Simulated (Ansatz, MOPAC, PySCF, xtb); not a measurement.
Dimer: NH3 (SMILES N) (first 4 atoms) with H2Se (SMILES [SeH2]); geometry from B3LYP-D3(BJ)/def2-TZVP, rigid monomers moved along the line of their centres of mass till N1···H7 is 3.01 Å.
(charge 0, multiplicity 1):
| atom | x (Å) | y (Å) | z (Å) |
|---|---|---|---|
| N | -0.0681 | -0.1982 | 0.0157 |
| H | -0.9794 | -0.3057 | -0.4151 |
| H | 0.3835 | 0.6005 | -0.4148 |
| H | 0.4788 | -1.0217 | -0.2082 |
| Se | -0.4501 | 0.3075 | 4.4672 |
| H | 0.8777 | 0.9272 | 4.5884 |
| H | -0.2996 | 0.1548 | 2.9958 |

Monomers are frozen at their geometry in the pair; levels with a basis set take the counterpoise correction. Rows marked so take none.

Rows in 3-21G, 6-31G* carry no dispersion term and start afresh at each structure (6-31G* with six Cartesian d functions); the Pople sets are all-electron and without relativity. MP2/6-31G* freezes PySCF's default core, which leaves 3d correlated. The state that PM7 reach isn't checked; PM7 holds dispersion and hydrogen-bond terms.

The values were computed with Ansatz (an electronic-structure program) with Gaussian orbitals; MOPAC for PM7 (differences of heats of formation); PySCF for 3-21G rows, 6-31G* rows, the dispersion terms; xtb for the GFN methods. Each number belongs to the level named beside it.

```tsv
level	interaction energy (kcal/mol)
PM7	-1.86
GFN1-xTB	-0.85
HF/3-21G (no counterpoise)	-2.52
HF/6-31G* (no counterpoise)	-2.04
HF/aug-cc-pVDZ	-1.34
r2SCAN/def2-TZVPPD	-1.73
r2SCAN-D3(BJ)/def2-TZVPPD	-1.91
B3LYP/3-21G (no counterpoise)	-3.46
MP2/6-31G* (no counterpoise)	___
```

### Question
Fill in the missing entries.

### Answer

- MP2/6-31G* (no counterpoise), interaction energy (kcal/mol): -2.74
